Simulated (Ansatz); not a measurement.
Reaction (substitution at a C–Br bond): `CC(C)(C)Br` + `[OH][AlH2]` → `CC(C)(C)[O][AlH2]` + HBr

Isolated molecules relaxed with PBE0-D4/def2-TZVP in Ansatz; ΔE leaves out vibrations. CBS: MP2 limit from def2 TZ/QZ plus the TZ coupled-cluster correction, frozen cores. This one scheme is used for every species. Functionals use def2-TZVPP. For Br outer-core shells are correlated without core-valence functions, which leaves a few kJ/mol of doubt a bond. Scalar relativity is left out up to krypton.

`CC(C)(C)Br`:

Cartesian coordinates in Å:
```
C -0.781 0.184 1.211
C 0.282 0.024 0.145
C 0.231 -1.345 -0.499
C 0.216 1.132 -0.885
Br 2.047 0.176 1.054
H -0.699 -0.593 1.972
H -0.710 1.157 1.699
H -1.769 0.106 0.744
H 0.322 -2.137 0.246
H 1.027 -1.467 -1.234
H -0.731 -1.463 -1.009
H -0.746 1.078 -1.405
H 1.012 1.033 -1.624
H 0.297 2.114 -0.416
```

`[OH][AlH2]`:

Z-matrix (Å, degrees):
```
Al
O 1 1.696
H 1 1.585 2 119.7
H 1 1.577 2 116.0 3 -180.0
H 2 0.956 1 123.4 3 -0.0
```

`CC(C)(C)[O][AlH2]`:

```xyz
17

C     0.715    1.673   -0.151
C     0.038    0.323    0.037
C    -0.004   -0.048    1.514
C    -1.371    0.351   -0.541
O     0.811   -0.632   -0.663
Al    0.780   -2.289   -0.963
H     0.167    2.463    0.368
H     0.766    1.923   -1.212
H     1.733    1.640    0.242
H    -0.485   -1.021    1.652
H    -0.564    0.691    2.091
H     1.010   -0.101    1.917
H    -1.858   -0.620   -0.412
H    -1.986    1.106   -0.046
H    -1.335    0.584   -1.608
H     1.958   -2.844   -1.854
H    -0.376   -3.200   -0.371
```

HBr:

Cartesian coordinates in Å:
```
Br -0.520 0.437 -0.209
H 0.520 -0.437 0.209
```

CCSD(T)/CBS gives +35.7 kJ/mol.

Question: Another level gave +31.1 kJ/mol. Which?
A. MP2/def2-TZVPP
B. CAM-B3LYP/def2-TZVPP
C. revPBE/def2-TZVPP
D. PBE-D4/def2-TZVPP

Answer: D. PBE-D4 31.1, CAM-B3LYP 22.5, revPBE 36.4, MP2/def2-TZVPP 42.6 kJ/mol.

Largest T1 diagnostic among the species: 0.012.

At CCSD(T), def2-SVP lies −31.8 kJ/mol from the extrapolated value and def2-TZVPP −4.5 kJ/mol. From BLYP to BHLYP (50 % exact exchange), in def2-TZVPP and without D4, ΔE moves by −5.9 kJ/mol. Leaving LDA and LC-ωPBE aside and taking each functional with its dispersion term where it has one, the values, not all of them listed here, spread over 13.7 kJ/mol, from CAM-B3LYP-D4 to PBE-QIDH. LDA lies −10.6 kJ/mol from PBE without D4.
